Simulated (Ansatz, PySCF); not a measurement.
Spin states of H4MoO5 (SMILES [O]=[Mo]([OH])([OH])([OH])[OH]), each relaxed with B3LYP-D3(BJ)/def2-TZVP.
State 1 (charge 0, multiplicity 1):
```xyz
10

Mo     0.327    -0.116     0.302
O      1.772    -0.816     0.833
O     -1.234     0.498    -0.718
H     -1.410     0.321    -1.646
O      0.730     1.670     0.716
H      0.077     2.286     0.355
O      0.689    -0.854    -1.436
H      1.518    -1.350    -1.451
O     -0.832    -0.961     1.514
H     -1.763    -0.812     1.294
```
State 2 (charge 0, multiplicity 3):
```xyz
10

Mo     0.552     0.017     0.482
O      1.596    -0.743     1.560
O     -1.441     0.820    -0.174
H     -1.790     0.322    -0.930
O      1.051     1.826     0.305
H      0.519     2.462    -0.189
O      0.526    -0.984    -1.156
H      1.372    -1.247    -1.536
O     -1.133    -0.964     1.025
H     -1.378    -1.645     0.377
```

Singlets are restricted, other states unrestricted; no spin–orbit coupling, no relativity up to Kr; see below for the cores. The largest T1 diagnostic is 0.042.

Correlated levels freeze the inner cores; with def2 sets outer-core shells near the valence are correlated too. CBS(a, b) extrapolates the correlation energy as X⁻³ and adds the Hartree–Fock energy of set b.

Codes used: Ansatz (Gaussian basis) for Hartree–Fock, density functionals and correlated methods; PySCF for the dispersion terms.  In def2 rows elements past Kr take small-core potentials, without spin–orbit coupling.

```
level                                energy of the multiplicity-3 state less that of the multiplicity-1 state (kcal/mol)
-----------------------------------  -----------------------------------------------------------------------------------
SVWN5/def2-TZVPP                                                                                                   74.53
PBE-D3(BJ)/def2-TZVPP                                                                                              64.90
PBE-D4/def2-TZVPP                                                                                                  64.98
BLYP/def2-TZVPP                                                                                                    62.28
B3LYP-D4/def2-TZVPP                                                                                                59.77
PBE0-D4/def2-TZVPP                                                                                                 60.16
B2PLYP/def2-TZVPP                                                                                                  67.81
CCSD/def2-TZVPP                                                                                                    58.64
CCSD(T)/CBS(def2-TZVPP, def2-QZVPP)                                                                                    …
```

**Question.** Some entries are withheld; supply them.

**Answer.** 
- CCSD(T)/CBS(def2-TZVPP, def2-QZVPP), energy of the multiplicity-3 state less that of the multiplicity-1 state (kcal/mol): 66.44

Doubts at one or more of the structures used: a restricted determinant that unrestricted orbitals would lower (CCSD/def2-TZVPP, CCSD(T)/CBS(def2-TZVPP, def2-QZVPP)).

Ansatz is a quantum-chemistry and plane-wave program.
